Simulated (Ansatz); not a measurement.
Two structures of CH₈GaN, singlet, reached by relaxing down either side of one saddle point (PBE0-D4/def2-TZVP). Energies are electronic, without zero-point energy. Program: Ansatz 0.2.0. Basis: def2-TZVPP and def2-QZVPP. Cores are frozen in the correlated methods. Filled d shells of the heavier atoms are correlated. The def2 sets are not built for correlating such inner shells, so the correlated values are less sure here. Extrapolation: Hartree–Fock as exp(−7.88 √X), correlation as X^−2.97. First:

```xyz
11
angstrom
Ga 0.6248 -0.6435 0.3710
C 1.1415 0.8122 -0.8815
H 0.5282 -2.1232 -0.1943
H 0.9788 -0.4735 1.9086
H -1.6759 0.6653 0.8948
N -1.4989 -0.2623 0.5266
H 0.6333 0.7236 -1.8458
H 0.9292 1.8029 -0.4697
H 2.2159 0.7718 -1.0809
H -1.9279 -0.9370 1.1494
H -1.9493 -0.3365 -0.3784
```

Second:

Ga1  (0.042, -1.396, 0.689)
C2  (0.939, 1.424, -0.976)
H3  (0.393, -2.129, -0.644)
H4  (1.036, -1.040, 1.840)
H5  (-0.060, 1.346, -0.545)
N6  (-1.697, -0.945, 0.944)
H7  (0.975, 0.875, -1.917)
H8  (1.169, 2.474, -1.157)
H9  (1.679, 1.015, -0.286)
H10  (-2.045, -0.488, 1.769)
H11  (-2.431, -1.137, 0.283)
(Å)

Problem. Which bonds change from the first to the second?

Solution. CH₅Ga ([CH3][GaH2]) + NH₃ → GaNH₄ ([NH2][GaH2]) + CH₄; bonds formed: C2–H5; dative contacts that become bonds: Ga1–N6; bonds broken: Ga1–C2, H5–N6.

Problem. Give the saddle point's structure and its height above each. (Judge from chemistry; the value comes from the calculation.)

Solution. The calculation gives: 163.2 kJ/mol above the first and 148.2 kJ/mol above the second (CCSD(T) at an estimated basis limit (MP2 extrapolated from triple and quadruple zeta, plus CCSD(T) − MP2 in triple zeta)).
```xyz
11
angstrom
Ga 0.4536 -0.9755 0.4686
C 0.6973 0.9224 -0.7025
H 0.6562 -2.1482 -0.5456
H 1.1966 -0.7595 1.8273
H -0.5200 0.4768 -0.1600
N -1.4126 -0.2955 0.4972
H 0.3982 1.0032 -1.7501
H 0.7131 1.9144 -0.2445
H 1.7470 0.5930 -0.7196
H -1.8045 0.0442 1.3646
H -2.1252 -0.7752 -0.0354
```

No T1 diagnostic of these runs exceeds 0.014.

The step is the kind of exchange with an N–H group that builds nitride films in atomic layer and chemical vapour deposition.

Labels in which every atom is bracketed show which atoms are joined, not bond orders.

For scale, one of the runs: CCSD(T)/def2-TZVPP, 222 basis functions, launched by `ansatz run in.yaml --threads 4 --pin off --events-out ev --progress --plain --max-ram 9574MiB`. Time: 3 min of wall clock on 4 CPU threads of an AMD EPYC; the host was shared. Peak host memory: 3.5 GiB.
